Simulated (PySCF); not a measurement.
Species: C8H8OSe.
SMILES with atom numbers: `[CH3:1][Se:2][c:3]1[cH:4][cH:5][cH:6][cH:7][c:8]1[CH:9]=[O:10]` (hydrogens: H11, H12, H13 on C1; H14 on C4; H15 on C5; H16 on C6; H17 on C7; H18 on C9)

Computed by this run: PBE0-D3(BJ)/def2-SVP geometry optimisation, gas phase in PySCF; density fitting, grid level 2; the optimiser is geomeTRIC in internal coordinates, started from a GFN2-xTB structure.

Step 0: E = -75787.7931 eV
```
atom  x, y, z in Å  |  force x, y, z in eV/Å
C1      3.9674    0.0511    0.5843   -0.673   0.267  -0.076
Se2     2.6183    1.4795    0.4722    0.658  -0.038   0.094
C3      1.0640    0.4501    0.1774    0.300   0.100   0.051
C4      1.0818   -0.9428    0.0952    0.142   0.081   0.027
C5     -0.0811   -1.6499   -0.1244   -0.187   0.073  -0.024
C6     -1.3016   -0.9951   -0.2664   -0.021  -0.158  -0.014
C7     -1.3419    0.3775   -0.1865    0.215   0.155   0.040
C8     -0.1733    1.1121    0.0328    0.235  -0.177   0.029
C9     -0.2074    2.5539    0.1176    0.101   0.308   0.034
O10     0.7800    3.2370    0.3074   -0.267   0.144  -0.031
H11     4.9151    0.5583    0.7492    0.291   0.254   0.055
H12     4.0216   -0.5091   -0.3450    0.056  -0.259  -0.349
H13     3.7682   -0.6090    1.4239   -0.043  -0.299   0.317
H14     2.0089   -1.4823    0.2039    0.390  -0.221   0.040
H15    -0.0418   -2.7278   -0.1868    0.028  -0.460  -0.020
H16    -2.2032   -1.5627   -0.4367   -0.407  -0.236  -0.076
H17    -2.2773    0.9083   -0.2918   -0.424   0.248  -0.050
H18    -1.2003    3.0202   -0.0013   -0.393   0.216  -0.045
```

Step 1: E = -75787.8750 eV
```
atom  x, y, z in Å  |  force x, y, z in eV/Å
C1      3.9363    0.0216    0.5792    0.208  -0.014   0.025
Se2     2.6770    1.4921    0.4800   -0.158  -0.108  -0.029
C3      1.1014    0.4677    0.1823    0.035   0.064   0.012
C4      1.1124   -0.9319    0.0979    0.068  -0.006   0.010
C5     -0.0614   -1.6457   -0.1207    0.020  -0.101  -0.003
C6     -1.2881   -0.9965   -0.2633   -0.043   0.012  -0.006
C7     -1.3157    0.3873   -0.1820   -0.081  -0.008  -0.011
C8     -0.1446    1.1236    0.0378   -0.026   0.099   0.001
C9     -0.2431    2.5825    0.1141   -0.093  -0.047  -0.017
O10     0.7021    3.3149    0.2990    0.043   0.107   0.013
H11     4.9093    0.5081    0.7489   -0.030  -0.063  -0.007
H12     3.9895   -0.5457   -0.3617   -0.013   0.018   0.037
H13     3.7289   -0.6491    1.4260   -0.006   0.020  -0.036
H14     2.0451   -1.4859    0.2029   -0.012   0.018  -0.001
H15    -0.0116   -2.7372   -0.1804   -0.005   0.040   0.002
H16    -2.2042   -1.5660   -0.4346    0.020   0.013   0.004
H17    -2.2622    0.9282   -0.2891    0.047  -0.002   0.007
H18    -1.2740    3.0016   -0.0115    0.027  -0.040   0.001
```

Question: Estimate the geometry and energy of step 2. (The exact step hangs on the optimiser's Hessian estimate; all steps are aligned on step 1, rigid shifts and turns removed.)

Answer: E = -75787.8680 eV, largest force 0.323 eV/Å
```
atom  x, y, z in Å  |  force x, y, z in eV/Å
C1      3.9522   -0.0074    0.5787    0.019   0.048   0.007
Se2     2.6893    1.4713    0.4830   -0.051   0.059  -0.007
C3      1.0973    0.4808    0.1840    0.090  -0.052   0.011
C4      1.1175   -0.9190    0.1009   -0.061  -0.037  -0.011
C5     -0.0510   -1.6424   -0.1182   -0.006   0.062   0.003
C6     -1.2781   -0.9921   -0.2615   -0.013  -0.027  -0.004
C7     -1.3121    0.3919   -0.1812   -0.047   0.044  -0.004
C8     -0.1489    1.1419    0.0387    0.264  -0.073   0.036
C9     -0.2672    2.6000    0.1112   -0.181   0.242  -0.013
O10     0.6384    3.3831    0.2936    0.121  -0.300   0.001
H11     4.9294    0.4662    0.7508   -0.021   0.017   0.000
H12     3.9999   -0.5717   -0.3629   -0.019   0.011  -0.005
H13     3.7378   -0.6803    1.4204   -0.019   0.010   0.001
H14     2.0541   -1.4649    0.2076   -0.012   0.008  -0.001
H15     0.0022   -2.7325   -0.1773   -0.006   0.006  -0.001
H16    -2.1923   -1.5630   -0.4332   -0.007   0.006  -0.001
H17    -2.2603    0.9273   -0.2896   -0.002   0.004   0.000
H18    -1.3110    2.9802   -0.0199   -0.051  -0.030  -0.010
```

The energy changes by +0.0070 eV. The first-order estimate −F·Δx gives -0.0135 eV and the mean of the old and new forces, exact on a quadratic surface, +0.0065 eV. The step makes an angle of 76° with the force vector and moves no atom by more than 0.094 Å. The energy falls at the start of this step and ends higher, so the step passed the lowest point of its straight line.

The cost below is that of the whole optimisation. Time: 5.1 min of wall time; peak memory 1.0 GiB. Hardware: Arm Neoverse N1, one thread, no GPU, on a shared host.
